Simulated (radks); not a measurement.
Initial-state core-level shifts of neutral barium when its valence configuration changes from [Xe] 6s2. All-electron calculation, scalar-relativistic Kohn-Sham, r2SCAN, spin-unpolarised, spherical densities, finite nucleus; meta-GGA in the generalised Kohn-Sham scheme; Fermi nuclear charge, rms radius 4.8378 fm. Program: a radial shooting solver on a logarithmic mesh with Libxc functionals. Shifts are changes of the shell-averaged eigenvalues in eV (positive: less bound); the change of the density at the nucleus, which sets a Mossbauer isomer shift, is in e/bohr^3, on a base of 3.342e+05.

5d1 6s1: 2s +1.319; 3d +1.318; 4p +1.307; 4d +1.314; density at nucleus -14.70
6s1 6p1: 2s -1.183; 3d -1.185; 4p -1.178; 4d -1.175; density at nucleus -11.23
6s1.5 6p0.5: 2s -0.606; 3d -0.607; 4p -0.604; 4d -0.603; density at nucleus -5.77
4f2: 2s -1.632; 3d -1.319; 4p -1.441; 4d -1.561; density at nucleus -28.63
4f1 6s1: 2s -2.100; 3d -1.988; 4p -2.034; 4d -2.077; density at nucleus -11.23
5d1 6p1: 2s +0.265; 3d +0.262; 4p +0.252; 4d +0.262; density at nucleus -24.71
